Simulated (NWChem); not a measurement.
# SiHOF, singlet; SMILES [Si](F)O

```xyz
4

Si     0.6240     0.0017     0.0000
F     -0.4315    -1.2591     0.0000
O     -0.4337     1.2762     0.0000
H     -1.3841     1.0985     0.0000
```
Atoms are numbered in this order, from 1.

Results from NWChem. Low-valent species are run as closed-shell singlets; no triplet was tried in these runs. Coordinates come from a PBE0/def2-SVP optimisation. Ions are spin-unrestricted doublets at the neutral geometry; other ion states weren't tried.

For level PBE/def2-SVP:

```
Item                                   Result
-------------------------------------  ------
vertical ionisation energy, ΔSCF (eV)   10.17
−ε(HOMO) (eV)                            6.48
```

Problem. What are these values for level B3LYP/def2-SVP?

Solution. 
| Item | Result |
|---|---|
| vertical ionisation energy, ΔSCF (eV) | 10.43 |
| −ε(HOMO) (eV) | 7.50 |
